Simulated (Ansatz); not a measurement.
Z-matrix (Å, degrees):
```
C
C 1 1.498
H 1 1.094 2 109.8
H 1 1.094 2 109.2 3 116.7
H 1 1.088 2 110.4 3 -122.7
C 2 1.523 1 115.8 3 -47.4
O 2 1.205 1 123.4 3 130.4
C 6 1.524 2 107.0 1 87.4
H 6 1.090 2 110.9 1 -30.5
H 6 1.090 2 108.1 1 -152.7
O 8 1.206 6 120.5 2 -88.3
C 8 1.502 6 116.2 2 89.7
C 12 1.535 8 113.0 6 75.1
H 12 1.096 8 108.1 6 -45.6
H 12 1.093 8 108.0 6 -163.3
C 13 1.521 12 109.7 8 -175.4
C 13 1.521 12 111.5 8 61.0
H 13 1.097 12 108.2 8 -58.0
H 16 1.094 13 110.7 12 -61.9
H 16 1.093 13 110.9 12 178.7
H 16 1.093 13 111.5 12 58.2
H 17 1.093 13 110.7 12 -179.5
H 17 1.092 13 112.2 12 -58.8
H 17 1.094 13 110.6 12 61.0
```

The species carries charge 0 and has multiplicity 1.

Problem. List the r2SCAN/def2-TZVPP orbital energies in eV (Ansatz 0.2.0). (Estimate.)

Solution. The calculation gave: Occupied: -515.67, -515.66, -275.83, -275.74, -273.65, -273.57, -273.28, -273.28, -272.92, -272.86, -27.85, -27.69, -21.67, -20.68, -19.36, -18.39, -17.98, -15.09, -14.52, -13.55, -12.54, -12.46, -12.01, -11.74, -11.41, -11.20, -10.91, -10.40, -10.09, -9.87, -9.62, -9.53, -9.43, -9.27, -8.74, -8.48, -8.30, -6.36, -6.01. Lowest empty: -2.13, -0.87, 0.89, 1.55, 1.75, 2.13, 2.47, 2.51.
